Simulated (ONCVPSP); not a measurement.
What the settings do to the ONCV potential of In

Base potential:

ONCVPSP 4.0.1 input, shortened (lines: element, Z, core and valence counts, functional; n l f; lmax; l rc ep ncon nbas qcut; lloc lpopt rc5 dvloc0; l nproj debl; icmod fcfact rcfact), PBE, scalar-relativistic:

```
  In 49.00    6    5        4      upf
    1    0    2.00
    2    0    2.00
    2    1    6.00
    3    0    2.00
    3    1    6.00
    3    2   10.00
    4    0    2.00
    4    1    6.00
    4    2   10.00
    5    0    2.00
    5    1    1.00
    2
    0    1.25    0.00    3    7   10.30
    1    1.55    0.00    4    8    8.80
    2    1.15    0.00    4    9    9.40
    4    5    1.00    0.00
    0    2    1.00
    1    2    0.70
    2    2    1.30
    3    6.00    1.50
```

All-electron outer shells of the reference configuration (PBE, scalar-relativistic, ld1.x):

```csv
shell,level (eV),outermost node (bohr),outermost maximum (bohr)
3p,-649.14,0.14,0.31
3d,-432.71,–,0.26
4s,-119.66,0.41,0.77
4p,-78.13,0.42,0.82
4d,-18.62,0.40,0.94
5s,-8.21,1.02,2.16
5p,-2.52,1.14,2.85
```

Cutoffs, loose and tight: the cutoffs (Ha) at which the residual kinetic energy of the hardest occupied pseudo-wave falls to 1 and 0.1 mHa per electron. They do not see the model core or the augmentation charge, which bear on the density cutoff. Test errors are all-electron minus pseudo excitation energies from the reference, over the configurations 4s2 4p6 4d10 5s2 5p0; 4s2 4p6 4d10 5s1 5p0; 4s2 4p6 4d10 5s0 5p0; 4s2 4p6 4d10 5s1 5p1. A dash means not determined; rows that change the core or the reference have their own tests. The largest error is taken over the tests solved by every variant that gives reliable tests at all: 4s2 4p6 4d10 5s1 5p0; 4s2 4p6 4d10 5s1 5p1; 4s2 4p6 4d10 5s2 5p0.

```csv
change,outcome,"cutoff, loose","cutoff, tight",bound ghosts,GHOST(+) flags above zero,largest test error (meV)
base,generated,39 Ha,49 Ha,none,s,-4.6
d: rc 1.12,generated,39 Ha,53 Ha,none,s,-4.6
s: nbas 8,generated,39 Ha,49 Ha,none,s,-4.6
"core correction Teter function, fcfact 6.9, rcfact 1.5",generated,39 Ha,49 Ha,none,s,-4.6
"all radii but the core radius scaled by about 0.94 (s 1.18, p 1.46, d 1.08 bohr); local potential polynomial inside 0.94 bohr (lpopt 5, dvloc0 0 Ha)",generated,40 Ha,61 Ha,none,s,-4.4
"core correction Teter function, fcfact 6, rcfact 0.92",generated,39 Ha,49 Ha,none,s,-4.5
d: qcut 11.7,generated,43 Ha,52 Ha,none,s,-4.6
s: qcut 5.8,generated,73 Ha,129 Ha,none,s,-5.9
"local potential polynomial inside 0.75 bohr (lpopt 2, dvloc0 2 Ha)",generated,39 Ha,49 Ha,none,s,-4.6
```

Question: What comes out with this change to the base: functional LDA (Perdew-Wang 92)?

Answer: outcome: generated; cutoff, loose: 39 Ha; cutoff, tight: 55 Ha; bound ghosts: none; GHOST(+) flags above zero: s; largest test error (meV): -4.6.

Question: What comes out with this change to the base: s: qcut 7.3; p: qcut 6.2; d: qcut 6.7?

Answer: outcome: generated; cutoff, loose: 209 Ha; cutoff, tight: 241 Ha; bound ghosts: none; GHOST(+) flags above zero: d; largest test error (meV): -5.7.
